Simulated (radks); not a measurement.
Values are calculated unless marked as measured or tabulated.
Task: Excited configurations of the nickel ion Ni3+: one electron is placed in a higher orbital outside [Ar] 3d6. The ground configuration is [Ar] 3d7. Level of theory: non-relativistic Kohn-Sham, SCAN, spin-unpolarised, spherical densities, point nucleus; meta-GGA in the generalised Kohn-Sham scheme (a radial shooting solver on a logarithmic mesh with Libxc functionals). Excitation = E - E(ground); binding = E(ion) - E, where the ion is the core of charge +4; n* = 4/sqrt(2 binding) in atomic units, and the quantum defect is n - n*.

| outer orbital | excitation (eV) | binding (eV) | n* | quantum defect | eigenvalue (eV) | <r> (bohr) |
|---|---|---|---|---|---|---|
| 4d | 37.125 | 20.827 | 3.233 | 0.767 | -17.826 | 3.189 |
| 5p | 41.367 | 16.585 | 3.623 | 1.377 | -14.747 | 4.743 |
| 5f | 49.137 | 8.816 | 4.969 | 0.031 | -7.653 | 7.701 |
| 6d | 49.945 | 8.008 | 5.214 | 0.786 | -7.091 | 9.527 |
| 7p | 51.021 | 6.931 | 5.604 | 1.396 | -6.242 | 11.67 |

Estimate the row for 6p.

Result: excitation (eV) 47.747; binding (eV) 10.205; n* 4.619; quantum defect 1.381; eigenvalue (eV) -9.152; <r> (bohr) 7.833. The Delta-SCF ionisation energy is 57.952 eV (NIST Atomic Spectra Database: 54.9 eV, semi-empirical). Self-interaction in the functional shifts the binding energies and quantum defects, so they are the method's values and not measured ones. Spin polarisation and multiplet splitting are left out, so open shells lie too high by an amount that depends on their filling.

Beside tabulated values, note that spin-unpolarised runs miss the spin-polarisation part of the exchange energy of open shells.
